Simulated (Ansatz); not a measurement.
Reaction (formal exchange of groups at the Al–C bond): `N=[C](O)[AlH2]` + `NCSCO` → `NC[S][AlH2]` + `N=C(O)CO`

Gas-phase electronic energies from Ansatz, PBE0-D4/def2-TZVP geometries. CCSD(T)/CBS is the MP2 limit (def2-TZVPP, def2-QZVPP) plus CCSD(T) − MP2 in def2-TZVPP, frozen cores. Functionals use def2-TZVPP. One conformer a species, not always the lowest.

`N=[C](O)[AlH2]`:

Cartesian coordinates in Å:
```
N 0.930 -1.049 -0.731
C 0.489 0.049 -0.267
O 1.218 1.167 -0.465
Al -1.214 0.246 0.737
H 0.302 -1.821 -0.524
H 2.008 0.902 -0.965
H -1.996 -1.120 0.913
H -1.737 1.626 1.302
```

`NCSCO`:

Z-matrix (Å, degrees):
```
C
S 1 1.841
N 1 1.429 2 113.4
H 1 1.092 2 107.8 3 -121.6
H 1 1.090 2 107.3 3 121.8
C 2 1.803 1 99.7 3 -171.6
H 3 1.012 1 111.7 2 -60.3
H 3 1.012 1 111.5 2 60.7
O 6 1.401 2 114.5 1 68.0
H 6 1.096 2 105.3 1 -167.9
H 6 1.092 2 109.6 1 -51.5
H 9 0.962 6 107.7 2 53.2
```

`NC[S][AlH2]`:

Z-matrix (Å, degrees):
```
C
S 1 1.833
N 1 1.439 2 110.2
H 1 1.097 2 108.1 3 -127.0
H 1 1.091 2 106.0 3 117.5
Al 2 2.168 1 101.3 3 110.4
H 3 1.012 1 111.2 2 -70.8
H 3 1.013 1 110.8 2 168.5
H 6 1.586 2 117.3 1 -1.1
H 6 1.580 2 118.2 1 179.2
```

`N=C(O)CO`:

```xyz
10

N     1.599   -0.170    0.783
C     0.434   -0.289    0.318
O    -0.191   -1.481    0.357
C    -0.466    0.765   -0.272
O    -1.195    0.318   -1.383
H     1.950    0.776    0.670
H     0.432   -2.108    0.749
H     0.140    1.612   -0.596
H    -1.131    1.117    0.533
H    -1.573   -0.538   -1.159
```

| level | ΔE (kJ/mol) |
| --- | --- |
| PBE-D4 | -113.7 |
| ωB97X-V | -121.5 |
| PBE | -113.2 |
| r2SCAN | -122.5 |
| MP2/def2-TZVPP | -124.0 |
| CCSD/def2-TZVPP | -125.9 |
| SCS-MP2/def2-QZVPP | -121.0 |
| MP2/CBS(def2) | -122.4 |

Problem. What does CCSD(T)/CBS give? (Estimate.)

Solution. Computed: -121.6 kJ/mol. The listed levels differ from it by 7.9, 0.1, 8.4, -0.9, -2.4, -4.3, 0.6, -0.8 kJ/mol.

Largest T1 diagnostic among the species: 0.015.

In def2-TZVPP, CCSD(T) changes the Hartree–Fock value by +11.5 kJ/mol (the triples alone add +2.7 kJ/mol) and MP2 by +10.7 kJ/mol. From PBE to PBE0 (25 % exact exchange), in def2-TZVPP and without D4, ΔE moves by −10.2 kJ/mol.
